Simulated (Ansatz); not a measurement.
Basis sets compared for TaSi7. Charge 0, multiplicity 2. Geometry PBE-D4/def2-SVP. Ansatz on 4 threads of Arm Neoverse V1 on a shared host; times are rough, and most runs start from earlier orbitals.

Cartesian coordinates in Å:
```
Ta 1.955 -1.768 -0.665
Si -0.388 -2.551 -0.771
Si -0.620 0.947 1.017
Si -1.821 2.855 0.660
Si -0.002 -1.349 1.263
Si 0.128 -0.146 -1.042
Si -1.161 1.826 -1.291
Si 1.908 0.184 0.829
```

In the def2 sets Ta takes a core potential; there is no spin–orbit coupling. The structure comes from a short search, and lower isomers may exist.

Binding counts from free atoms (Ta quartet, Si triplet) in the same basis, without a counterpoise term.

```tsv
level	functions	energy (Eh)	HOMO (eV)	LUMO (eV)	binding per atom (eV)	wall time
PBE-D4/def2-SVP	158	-2081.8033	-4.57	-3.83	3.68	7.5 s
PBE0-D4/def2-SVP	158	-2081.9003	-5.42	-3.26	3.47	13 s
```

Problem. Estimate the rows for PBE-D4/def2-TZVP, PBE0-D4/def2-TZVP (with forces).

Solution. 
```json
{"level": "PBE-D4/def2-TZVP", "functions": "299", "energy (Eh)": "-2082.5185", "HOMO (eV)": "-4.49", "LUMO (eV)": "-3.77", "binding per atom (eV)": "3.75", "wall time": "14 s"}
{"level": "PBE0-D4/def2-TZVP (with forces)", "functions": "299", "energy (Eh)": "-2082.6125", "HOMO (eV)": "-5.30", "LUMO (eV)": "-3.18", "binding per atom (eV)": "3.55", "wall time": "56 s"}
```
